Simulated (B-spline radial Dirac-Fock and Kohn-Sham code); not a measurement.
# Binding energies of W²⁺ at several levels of theory

System: W²⁺, configuration [Xe] 4f14 5d4.

The density-functional columns are spherical, spin-unpolarised Dirac-Kohn-Sham results without Breit or QED terms: −ε is minus the orbital energy of the initial state and ΔSCF the difference of two total energies. The reference in the last column comes from ΔSCF Dirac-Fock with Breit, self-energy and vacuum polarisation, finite nucleus, configuration average. All numbers are from a radial finite-basis atomic code, in eV; a selection of levels is shown. For the 1s level of heavy atoms much of the gap between ΔSCF and the reference is the Breit and QED part, -349.2 eV here; for other levels the error of the functional can be larger.

| level | PBE −ε | PBE ΔSCF | LDA −ε | LDA ΔSCF | Dirac-Fock |
| --- | --- | --- | --- | --- | --- |
| K | 69388.1 | 69943.8 | 69329.9 | 69883.7 | 69546.0 |
| L1 | 11981.9 | 12082.3 | 11973.5 | 12074.3 | 12132.0 |
| L2 | 11461.2 | 11591.0 | 11457.4 | 11587.3 | 11568.5 |
| L3 | 10108.5 | 10219.9 | 10106.2 | 10217.7 | 10231.0 |
| M1 | 2771.7 | 2800.2 | 2769.4 | 2798.0 | 2851.3 |
| M2 | 2539.2 | 2570.0 | 2538.3 | 2569.2 | 2602.6 |
| M3 | 2246.7 | 2274.5 | 2246.2 | 2274.1 | 2309.8 |
| M4 | 1854.3 | 1888.1 | 1854.5 | 1888.3 | 1896.5 |
| M5 | 1790.7 | 1823.4 | 1791.0 | 1823.7 | 1834.1 |
| N1 | 584.5 | 597.7 | 583.5 | 596.6 | 626.8 |
| N2 | 488.0 | 501.0 | 487.5 | 500.6 | 523.3 |
| N3 | 420.2 | 432.7 | 419.6 | 432.2 | 455.4 |
| N4 | 261.5 | 273.7 | 261.4 | 273.7 | 285.3 |
| N5 | 249.0 | 261.1 | 248.9 | 261.1 | 272.8 |
| N6 | 50.43 | 61.56 | 50.84 | 61.98 | 58.29 |
| N7 | 48.20 | 59.23 | 48.60 | 59.64 | 56.15 |
| O1 | 94.92 | 102.8 | 95.27 | 103.2 | 106.8 |
| O2 | 66.35 | 73.79 | 66.74 | 74.19 | 73.76 |
| O3 | 56.54 | 63.60 | 56.80 | 63.88 | 63.92 |
| O4,5 | 19.88 | 25.37 | 20.20 | 25.70 | 23.97 |

Question: Order the estimates of the K (1s) level by their distance from the Dirac-Fock value, nearest first.
A. PBE ΔSCF
B. LDA −ε
C. PBE −ε
D. LDA ΔSCF

Answer: C (158.0 eV), B (216.2 eV), D (337.7 eV), A (397.8 eV).

An eigenvalue near the reference for a deep level is a cancellation of errors: it lacks relaxation, carries self-interaction and omits Breit and QED terms.

Values without a named source are computed, but for edge energies of neutral atoms, which are taken from tables.
